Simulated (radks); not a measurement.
The numbers below are computed, except where a source is named.
Q: Species: Ir XXXV. Configuration: [Kr] 4d7 (the NIST ground configuration). Code: a radial shooting solver on a logarithmic mesh with Libxc functionals. Model: Dirac Kohn-Sham, exchange-only PBE, spin-unpolarised, spherical densities, finite nucleus; open shells fill j = l - 1/2 first; Fermi nuclear charge, rms radius 5.4032 fm.

Spin-orbit splittings of the eigenvalues, e(l+1/2) - e(l-1/2), with zeta = 2 splitting/(2l+1) and mean radii in bohr:

| shell | occ. | splitting (eV) | zeta (eV) | <r> j=l-1/2 | <r> j=l+1/2 |
|---|---|---|---|---|---|
| 2p | 6 | 1627 | 1084 | 0.06018 | 0.06849 |
| 3p | 6 | 361.5 | 241.0 | 0.1789 | 0.1937 |
| 3d | 10 | 78.18 | 31.27 | 0.1689 | 0.1735 |
| 4p | 6 | ? | ? | 0.3909 | 0.4148 |
| 4d | 7 | 22.16 | 8.865 | 0.4066 | 0.4134 |

Estimate the 4p splitting.

A: 106.2 eV (zeta = 70.78 eV).
